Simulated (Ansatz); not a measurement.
Consider the formal exchange of groups at the Si–Si bond: `N[SiH]([SiH3])[InH2]` + `[SiH3][GeH2][Cl]` → `[SiH3][GeH]([SiH3])[Cl]` + `N[SiH2][InH2]`.

Computed with Ansatz on PBE0-D4/def2-TZVP structures; ΔE is electronic, products minus reactants. CBS: MP2 limit from def2 TZ/QZ plus the TZ coupled-cluster correction, frozen cores. DFT in def2-TZVPP. B3LYP here is the variant with VWN-RPA as its local correlation; programs differ in this. Elements past krypton have def2 core potentials. For Ge, In outer-core shells are correlated without core-valence functions, which leaves a few kJ/mol of doubt a bond. Scalar relativity is left out up to krypton. Each species was taken in one conformer, which may not be the lowest.

```tsv
level	ΔE (kJ/mol)
LDA (SPW92)	-14.7
PBE-D4	-15.3
PBE-QIDH	-20.9
PBE	-15.3
B3LYP	-21.4
HF/def2-TZVPP	-25.4
CCSD/def2-TZVPP	-22.5
MP2/def2-QZVPP	-24.8
```

Task: What does CCSD(T)/CBS give? (Best estimate.)

Result: The calculation gave: -22.1 kJ/mol. The listed levels differ from it by 7.4, 6.8, 1.2, 6.8, 0.7, -3.3, -0.4, -2.7 kJ/mol.

Largest T1 diagnostic among the species: 0.014.

At CCSD(T), def2-SVP lies +3.5 kJ/mol from the extrapolated value and def2-TZVPP +0.7 kJ/mol. Leaving LDA and LC-ωPBE aside and taking each functional with its dispersion term where it has one, the values, not all of them listed here, spread over 12.5 kJ/mol, from ωB97M-V to B97M-V. From BLYP to BHLYP (50 % exact exchange), in def2-TZVPP and without D4, ΔE moves by −4.1 kJ/mol.

CCSD(T)/CBS has its own doubt, a few kJ/mol and more with outer-core shells, so smaller differences from it don't rank the levels.
